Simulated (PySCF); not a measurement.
**Dipole response of Ag⁺ (silver, charge +1)**

[Kr] 4d10, closed-shell 1S. Computed with PySCF 2.14 in aug-cc-pwCVTZ-PP with ECP28MDF (8s8p7d4f3g, 122 functions), with a scalar-relativistic core potential. Coupled (time-dependent) response in atomic units; α is the mean over directions.

| method | mean α (bohr³) | C₆ (like pair) | S(−4) |
| --- | --- | --- | --- |
| UHF | 8.458 | 49.18 | 20.88 |
| PBE | 10.31 | 61.22 | 39.30 |
| PBE0 | 9.668 | 57.17 | 31.64 |
| M06-L | 10.08 | 60.26 | 34.24 |
| TPSSh | 10.03 | 59.73 | 35.23 |

S(−4) is the Cauchy moment in α(ω) = α(0) + S(−4) ω² + …

α(iu) at PBE0:

| u (hartree) | α(iu) (bohr³) |
| --- | --- |
| 0 | 9.668 |
| 0.0500 | 9.590 |
| 0.100 | 9.369 |
| 0.200 | 8.647 |
| 0.300 | 7.802 |
| 0.500 | 6.329 |
| 0.750 | 5.012 |
| 1.00 | 4.062 |
| 1.50 | 2.788 |
| 2.00 | 2.008 |
| 3.00 | 1.164 |
| 5.00 | 0.5203 |

For an ion, C₆ is the dispersion term alone; charge-induced terms of lower order in 1/R come first.

Energies and moments cover only the electrons outside the core potential.
